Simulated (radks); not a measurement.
Values are calculated unless marked as measured or tabulated.
Question: Excited configurations of V: one electron is placed in a higher orbital outside [Ar] 3d4. The ground configuration is [Ar] 3d3 4s2. Code: a radial shooting solver on a logarithmic mesh with Libxc functionals. Model: non-relativistic Kohn-Sham, PBE, spin-polarised, spherical densities, point nucleus; open shells are filled with parallel spins first. Excitation = E - E(ground); binding = E(ion) - E, where the ion is the core of charge +1; n* = 1/sqrt(2 binding) in atomic units, and the quantum defect is n - n*.

outer orbital  excitation (eV)  binding (eV)     n*  quantum defect  eigenvalue (eV)  <r> (bohr)
4f                       4.712         0.967  3.752           0.248           -0.480       16.69
5d                       4.633         1.046  3.606           1.394           -0.605       19.07
5f                       5.004         0.674  4.491           0.509           -0.405       28.26
6s                       4.354         1.325  3.205           2.795           -0.843       17.08
7d                       5.168         0.510  5.164           1.836           -0.345       44.13

Estimate the row for 6d.

Answer: excitation (eV) 4.969; binding (eV) 0.710; n* 4.377; quantum defect 1.623; eigenvalue (eV) -0.453; <r> (bohr) 30.14. The Delta-SCF ionisation energy is 5.679 eV (NIST Atomic Spectra Database: 6.746 eV, measured). Self-interaction in the functional shifts the binding energies and quantum defects, so they are the method's values and not measured ones. Open shells are spherical and high-spin; term and fine-structure splittings are not resolved.
